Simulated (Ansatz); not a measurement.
Total energies of Be₁₀O₁₀ (started as a model of: (BeO)10 cage of four- and six-membered rings) from Ansatz at PBE0-D4/def2-SVP, gas phase (1 Eh = 27.2114 eV = 2625.5 kJ/mol). The reference geometry is relaxed at PBE-D4/def2-SVP.

Cartesian coordinates in Å:
```
Be -0.993 -2.859 1.532
O -1.834 -2.405 0.242
Be -1.818 -1.009 1.089
O -1.020 -1.521 2.419
Be 0.487 -1.430 1.796
O 0.508 -2.833 0.960
Be -0.314 -2.300 -0.346
O 0.159 -1.073 -1.159
Be -0.931 0.121 -1.084
O -1.492 0.345 0.418
Be -0.138 0.981 1.036
O 1.039 -0.118 1.194
Be 1.349 -0.296 -0.384
O 1.993 0.915 -1.116
Be 0.958 1.589 -2.176
O -0.638 1.396 -1.923
O 0.277 2.389 0.522
Be 1.630 2.319 -0.378
O 1.083 3.118 -1.670
Be -0.304 2.672 -0.971
```

```json
{"state": "charge 0 singlet", "geometry": "reference", "energy (Eh)": "-899.29337"}
{"state": "charge 1 doublet", "geometry": "reference", "energy (Eh)": "-898.90921"}
{"state": "charge -1 doublet", "geometry": "reference", "energy (Eh)": "-899.30620"}
{"state": "free Be atom (singlet)", "geometry": "–", "energy (Eh)": "-14.61855"}
{"state": "free O atom (triplet)", "geometry": "–", "energy (Eh)": "-74.92490"}
```

(1) Work out the vertical ionisation energy to the doublet.

(2) Work out the vertical electron affinity, to the doublet.

(3) Give the fundamental gap IE − EA, the Mulliken electronegativity (IE + EA)/2 and the hardness (IE − EA)/2.

(4) What is the binding energy per atom against free atoms?

(1) E(charge 1 doublet) − E(charge 0 singlet) = -898.90921 − (-899.29337) = 0.38416 Eh = 10.45 eV. For comparison, −ε of the highest occupied level is 8.78 eV at this level, 1.67 eV less.

(2) E(charge 0 singlet) − E(charge -1 doublet) = -899.29337 − (-899.30620) = 0.01283 Eh = 0.35 eV. The basis lacks diffuse functions, which makes affinities too small.

(3) From the values in Eh: IE − EA = 0.38416 − 0.01283 = 0.37133 Eh = 10.10 eV; (IE + EA)/2 = 5.40 eV; (IE − EA)/2 = 5.05 eV. The HOMO–LUMO gap of the same run is 7.37 eV, 2.73 eV smaller than the fundamental gap.

(4) Atoms: 10 × (-14.61855) + 10 × (-74.92490) = -895.43450 Eh. Binding: -895.43450 − (-899.29337) = 3.85887 Eh = 105.01 eV, or 5.25 eV for each of 20 atoms (no zero-point energy, no counterpoise term).

At PBE0-D4/def2-SVP the highest occupied level of the charge -1 doublet lies above zero (up to 0.84 eV). By energy differences its removal costs 0.35 eV (vertical, to the charge 0 singlet, at PBE0-D4/def2-SVP); self-interaction error and the lack of diffuse functions both raise the level.
